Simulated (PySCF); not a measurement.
# K (potassium, neutral): UHF calculation

Configuration: [Ar] 4s1, 2S determinant. Computed with PySCF 2.14 in cc-pVTZ-X2C (6s5p3d1f, 43 functions), with the spin-free X2C one-electron Hamiltonian (Gaussian nucleus).

* Total energy: -601.464337 hartree
* One-electron energy: -826.9198 hartree
* Hartree (Coulomb) energy: 258.3333 hartree
* Exchange energy: -32.8778 hartree
* ⟨S²⟩: 0.7502
* ⟨L²⟩: 0.000
* Sum of ⟨r⟩: 19.40 bohr
* Sum of ⟨r²⟩: 50.90 bohr²
* Langevin diamagnetic susceptibility: -40.3 ×10⁻⁶ cm³/mol
* Time after the integrals: 0.17 s of wall time on 1 thread of Neoverse-N1 (shared host)

```json
{"shell": "1s α", "electrons": "1", "mean orbital energy (hartree)": "-134.13623", "rms radius, mean of both spins (bohr)": "0.0937"}
{"shell": "1s β", "electrons": "1", "mean orbital energy (hartree)": "-134.13534", "rms radius, mean of both spins (bohr)": "0.0937"}
{"shell": "2s α", "electrons": "1", "mean orbital energy (hartree)": "-14.60210", "rms radius, mean of both spins (bohr)": "0.418"}
{"shell": "2s β", "electrons": "1", "mean orbital energy (hartree)": "-14.60041", "rms radius, mean of both spins (bohr)": "0.418"}
{"shell": "2p α", "electrons": "3", "mean orbital energy (hartree)": "-11.52451", "rms radius, mean of both spins (bohr)": "0.388"}
{"shell": "2p β", "electrons": "3", "mean orbital energy (hartree)": "-11.52412", "rms radius, mean of both spins (bohr)": "0.388"}
{"shell": "3s α", "electrons": "1", "mean orbital energy (hartree)": "-1.76324", "rms radius, mean of both spins (bohr)": "1.37"}
{"shell": "3s β", "electrons": "1", "mean orbital energy (hartree)": "-1.75866", "rms radius, mean of both spins (bohr)": "1.37"}
{"shell": "3p α", "electrons": "3", "mean orbital energy (hartree)": "-0.95400", "rms radius, mean of both spins (bohr)": "1.56"}
{"shell": "3p β", "electrons": "3", "mean orbital energy (hartree)": "-0.95228", "rms radius, mean of both spins (bohr)": "1.56"}
{"shell": "4s α", "electrons": "1", "mean orbital energy (hartree)": "-0.14818", "rms radius, mean of both spins (bohr)": "5.59"}
```

Densities and radii are taken from the X2C orbitals without a picture-change correction, which distorts them close to the nucleus.
